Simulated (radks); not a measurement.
Values are calculated unless marked as measured or tabulated.
Ionisation ladder of aluminium, from Al I to Al XIII. Each ion is in the ground configuration listed by NIST, and IE = E(next ion) - E(this ion), with E = 0 for the bare nucleus. Level of theory: scalar-relativistic Kohn-Sham, exchange-only LDA, spin-polarised, spherical densities, point nucleus; open shells are filled with parallel spins first (a radial shooting solver on a logarithmic mesh with Libxc functionals).

| species | configuration | IE, Delta-SCF (eV) | -e(HOMO) (eV) | HOMO | IE, NIST (eV) | kind | error (eV) |
|---|---|---|---|---|---|---|---|
| Al I | [Ne] 3s2 3p1 | 5.155 | 2.339 | 3p up | 5.986 | exp. | -0.831 |
| Al II | [Ne] 3s2 | 17.471 | 13.782 | 3s | 18.829 | exp. | -1.357 |
| Al III | [Ne] 3s1 | 28.101 | 23.843 | 3s up | 28.448 | exp. | -0.346 |
| Al IV | [Ne] | 118.23 | 102.16 | 2p | 119.99 | exp. | -1.8 |
| Al V | [He] 2s2 2p5 | 151.88 | 134.72 | 2p down | 153.83 | semi-emp. | -1.9 |
| Al VI | [He] 2s2 2p4 | 187.11 | 169.34 | 2p down | 190.49 | semi-emp. | -3.4 |
| Al VII | [He] 2s2 2p3 | 240.72 | 219.84 | 2p up | 241.8 | semi-emp. | -1.0 |
| Al VIII | [He] 2s2 2p2 | 283.76 | 261.96 | 2p up | 284.6 | semi-emp. | -0.9 |
| Al IX | [He] 2s2 2p1 | 328.04 | 305.81 | 2p up | 330.21 | semi-emp. | -2.2 |
| Al X | [He] 2s2 | 392.48 | 375.19 | 2s | 398.7 | semi-emp. | -6.2 |
| Al XI | [He] 2s1 | 440.00 | 421.97 | 2s up | 442.01 | theory | -2.0 |
| Al XII | [He] | 2071.0 | 1995.9 | 1s | 2086.0 | theory | -15.0 |
| Al XIII | 1s1 | 2288.8 | 2210.0 | 1s up | 2304.1 | theory | -15.3 |

Reference values: NIST Atomic Spectra Database (exp. = measured, semi-emp. = semi-empirical, theory = theoretical value adopted there). The ionisation energy per charge of the ion left behind rises most, in proportion, at Al XII ([He]), from 40.000 to 172.58 eV. Against the entries that are not theoretical the mean signed error is -3.0 % and the largest -13.9 %. Open shells are spherical and high-spin; term and fine-structure splittings are not resolved.
